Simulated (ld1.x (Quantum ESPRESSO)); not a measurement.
# Before and after: TM potential for Al

```json
{
  "Element": "aluminium",
  "Generator": "ld1.x (Quantum ESPRESSO) 7.5",
  "Type": "norm-conserving Troullier–Martins (Kleinman–Bylander form)",
  "Functional": "BLYP",
  "Relativity": "scalar-relativistic",
  "Frozen core": "[Ne]",
  "Valence charge": "3",
  "Reference configuration": "3s2 3p1",
  "Partial waves": "3s (bound): rc 2.20 bohr; 3p (bound): rc 2.25 bohr",
  "Local potential": "all-electron potential smoothed inside 2.10 bohr (lloc = -1)",
  "Core correction": "a·sin(br)/r model core inside 1.20 bohr"
}
```

Change: all radii but the core radius scaled by about 1.23 (s 2.70, p 2.76 bohr); local potential all-electron potential smoothed inside 2.56 bohr (lloc = -1).

Cutoffs: the cutoffs (Ry, on a coarse ladder) from which the occupation-weighted sum of valence levels, in a spherical-Bessel basis at the reference potential, stays within 10 and 1 mRy of its value at 400 Ry; they do not see the model core or the augmentation charge, which bear on the density cutoff. Errors are all-electron minus pseudo energies relative to the spin-unpolarised reference configuration.

Predict the effect on cutoff, ghosts and configuration errors.

The potential gets softer (10 Ry and 25 Ry → 8 Ry and 18 Ry); of the 7 tests that both files solve, the error grows in 4 and shrinks in 1 by more than 15 % and 0.3 meV (median size 2.4 → 5.7 meV); neither file shows a bound ghost. A larger radius leaves more room for a smooth pseudo-wave, so fewer plane waves are needed.

```tsv
quantity	base	changed
cutoff, loose	10 Ry	8 Ry
cutoff, tight	25 Ry	18 Ry
loose cutoff by channel (10 mRy a level)	s 8 Ry, p 6 Ry	s 6 Ry, p 6 Ry
bound ghosts	none	none
error for 3s2 3p0, meV [ΔE 5.63 eV]	+2.4	+4.3
error for 3s1 3p0, meV [ΔE 24.84 eV]	+19	+12
error for 3s2 3p0.5, meV [ΔE 2.01 eV]	+0.3	+0.6
error for 3s2 3p1.3, meV [ΔE -0.53 eV]	+0.1	+0.1
error for 3s1 3p2, meV [ΔE 5.19 eV]	-2.4	-11
error for 3s0 3p3, meV [ΔE 10.59 eV]	-11	-49
error for 3s1 3p1, meV [ΔE 11.47 eV]	+3.1	-5.7
```
